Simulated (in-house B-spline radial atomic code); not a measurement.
Radial electron density of Bi, [Xe] 4f14 5d10 6s2 6p3. Computed with a radial B-spline atomic code at the basis-set limit: scalar-relativistic (X2C) Hartree-Fock with fractional occupations, spin-polarised, spherical fractional occupations, Fermi nucleus of rms radius 5.5211 fm.

One-electron X2C: radii and densities carry no picture-change correction, so inner-shell <1/r> comes out high (for 1s by about 2 % at Z = 33, 5 % at 54, 10 % at 75, 30 % at 118) and <r> low.

Columns: r (bohr), 4πr²n(r) (electrons per bohr), bar.

```
0.000241    3.534 #
0.000302    4.784 #
 0.00038    6.475 ##
0.000476    8.668 ##
0.000598    11.59 ###
0.000751     15.4 ####
0.000942    20.29 ######
 0.00118     26.5 #######
 0.00148    34.33 ##########
 0.00186    44.04 ############
 0.00234    55.68 ################
 0.00293    68.76 ###################
 0.00368    83.13 #######################
 0.00462     97.5 ###########################
  0.0058    110.2 ###############################
 0.00728    119.1 #################################
 0.00914    122.1 ##################################
  0.0115    118.6 #################################
  0.0144    110.5 ###############################
  0.0181    103.1 #############################
  0.0227      104 #############################
  0.0285      118 #################################
  0.0357    140.4 #######################################
  0.0449      157 ############################################
  0.0563    152.7 ###########################################
  0.0707    132.5 #####################################
  0.0887    122.7 ##################################
   0.111      137 ######################################
    0.14      148 ##########################################
   0.175    123.6 ###################################
    0.22    88.71 #########################
   0.276    88.28 #########################
   0.347    100.7 ############################
   0.435     82.4 #######################
   0.546    48.26 ##############
   0.686    30.55 #########
   0.861    25.86 #######
    1.08    19.55 #####
    1.36    11.42 ###
     1.7    6.171 ##
    2.14    3.583 #
    2.68    2.221 #
    3.37    1.203 
    4.22    0.511 
     5.3   0.1522 
    6.66  0.02924 
    8.35 0.003325 
    10.5 0.0001838
```

On this grid the curve has 4 maxima, near 0.00914, 0.0449, 0.14, 0.347 bohr.

The 6p up radial function P(r) = rR(r), positive near the nucleus:

```
r (bohr)          P
0.000751  0.0008128
 0.00118   0.001547
 0.00186   0.003009
 0.00293   0.005904
 0.00462    0.01157
 0.00728    0.02216
  0.0115    0.04041
  0.0181    0.06625
  0.0285    0.08916
  0.0449    0.07637
  0.0707   -0.01021
   0.111    -0.1174
   0.175   -0.05134
   0.276     0.1623
   0.435    0.04886
   0.686    -0.2762
    1.08   -0.07511
     1.7     0.4616
    2.68       0.64
    4.22     0.3792
    6.66      0.097
    10.5   0.007812
```
